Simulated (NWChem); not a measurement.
System: arsine (AsH3); SMILES [AsH3]

Input file for NWChem:

```
start job
memory heap 200 mb stack 900 mb global 1100 mb
geometry units angstroms noautosym nocenter noautoz
  As     0.005712    -0.004072     0.051836
  H     -1.290903     0.412510    -0.626371
  H      0.825465     0.935846    -0.819501
  H      0.203130    -1.160153    -0.917271
end
basis spherical
  * library def2-tzvpp
end
dft
  xc xpbe96 cpbe96
  iterations 150
  vectors input atomic output neutral.movecs
end
task dft energy
charge 1
dft
  odft
  mult 2
  vectors input atomic output cation.movecs
end
task dft energy
```

NWChem printed, in part:

```
             Northwest Computational Chemistry Package (NWChem) 7.3.0
             --------------------------------------------------------

                             Geometry "geometry" -> ""
                             -------------------------

 Output coordinates in angstroms (scale by  1.889725989 to convert to a.u.)

  No.       Tag          Charge          X              Y              Z
 ---- ---------------- ---------- -------------- -------------- --------------
    1 As                  33.0000     0.00571200    -0.00407200     0.05183600
    2 H                    1.0000    -1.29090300     0.41251000    -0.62637100
    3 H                    1.0000     0.82546500     0.93584600    -0.81950100
    4 H                    1.0000     0.20313000    -1.16015300    -0.91727100

 Effective nuclear repulsion energy (a.u.)      35.1595988521

  pbe96 is a nonlocal functional; adding pw91lda local functional.

                                 NWChem DFT Module
                                 -----------------

 Summary of "ao basis" -> "ao basis" (spherical)
 ------------------------------------------------------------------------------
       Tag                 Description            Shells   Functions and Types
 ---------------- ------------------------------  ------  ---------------------
 As                        def2-tzvpp               16       48   6s5p4d1f
 H                         def2-tzvpp                6       14   3s2p1d

            General Information
            -------------------
          SCF calculation type: DFT
          Wavefunction type:  closed shell.
          No. of atoms     :     4
          No. of electrons :    36
           Alpha electrons :    18
            Beta electrons :    18
          Charge           :     0
          Spin multiplicity:     1
          Use of symmetry is: off; symmetry adaption is: off
          Maximum number of iterations: 150
          AO basis - number of functions:    90
                     number of shells:    34
          Convergence on energy requested:  1.00D-06
          Convergence on density requested:  1.00D-05
          Convergence on gradient requested:  5.00D-04

              XC Information
              --------------
          PerdewBurkeErnzerhof Exchange Functional  1.000
            Perdew 1991 LDA Correlation Functional  1.000 local
           PerdewBurkeErnz. Correlation Functional  1.000 non-local

             Grid Information
             ----------------
          Grid used for XC integration:  medium
          Radial quadrature: Mura-Knowles
          Angular quadrature: Lebedev.
          Tag              B.-S. Rad. Rad. Pts. Rad. Cut. Ang. Pts.
          ---              ---------- --------- --------- ---------
          As                  1.15      112           7.0       590
          H                   0.35       45           8.0       434
          Grid pruning is: on
          Number of quadrature shells:   247
          Spatial weights used:  Erf1

      Superposition of Atomic Density Guess
      -------------------------------------

 Sum of atomic energies:       -2235.63673175

      Non-variational initial energy
      ------------------------------

 Total energy =   -2235.831899
 1-e energy   =   -3185.624750
 2-e energy   =     914.633252
 HOMO         =      -0.307898
 LUMO         =       0.078824

   convergence    iter        energy       DeltaE   RMS-Dens  Diis-err
 ---------------- ----- ----------------- --------- --------- ---------
 d= 0,ls=0.0,diis     1  -2237.2970266697 -2.27D+03  3.84D-03  5.62D-01
 d= 0,ls=0.0,diis     2  -2237.3130984737 -1.61D-02  1.67D-03  9.00D-02
 d= 0,ls=0.0,diis     3  -2237.3161009222 -3.00D-03  7.58D-04  2.74D-02
 d= 0,ls=0.0,diis     4  -2237.3171846275 -1.08D-03  3.22D-04  1.18D-03
 d= 0,ls=0.0,diis     5  -2237.3173311572 -1.47D-04  1.95D-05  3.05D-06
 d= 0,ls=0.0,diis     6  -2237.3173317216 -5.64D-07  2.34D-06  4.05D-08

         Total DFT energy =    -2237.317331721552
      One electron energy =    -3185.936388456616
           Coulomb energy =      997.226896492374
    Exchange-Corr. energy =      -83.767438609443
 Nuclear repulsion energy =       35.159598852134

 Numeric. integr. density =       35.999988425730

                       DFT Final Molecular Orbital Analysis
                       ------------------------------------

 Vector   16  Occ=2.000000D+00  E=-3.285909D-01
              MO Center=  2.1D-01,  2.8D-01, -4.6D-01, r^2= 2.0D+00
   Bfn.  Coefficient  Atom+Function         Bfn.  Coefficient  Atom+Function
  ----- ------------  ---------------      ----- ------------  ---------------
    64      0.262150  3 H  s                 16      0.251879  1 As px
    17      0.243161  1 As py                10     -0.163807  1 As px
    11     -0.158136  1 As py                63      0.157791  3 H  s
    65      0.155778  3 H  s                 19      0.139895  1 As px
    20      0.135052  1 As py                78     -0.132143  4 H  s

 Vector   17  Occ=2.000000D+00  E=-3.285872D-01
              MO Center= -3.1D-01, -2.1D-01, -4.4D-01, r^2= 2.0D+00
   Bfn.  Coefficient  Atom+Function         Bfn.  Coefficient  Atom+Function
  ----- ------------  ---------------      ----- ------------  ---------------
    17     -0.250510  1 As py                16      0.240247  1 As px
    50     -0.227646  2 H  s                 78      0.226415  4 H  s
    11      0.162915  1 As py                10     -0.156241  1 As px
    20     -0.139136  1 As py                49     -0.137021  2 H  s
    77      0.136281  4 H  s                 51     -0.135277  2 H  s

[...]
```

Level: PBE/def2-TZVPP, vertical spin-unrestricted ions. All runs use the structure optimised with PBE0-D3(BJ)/def2-TZVP.
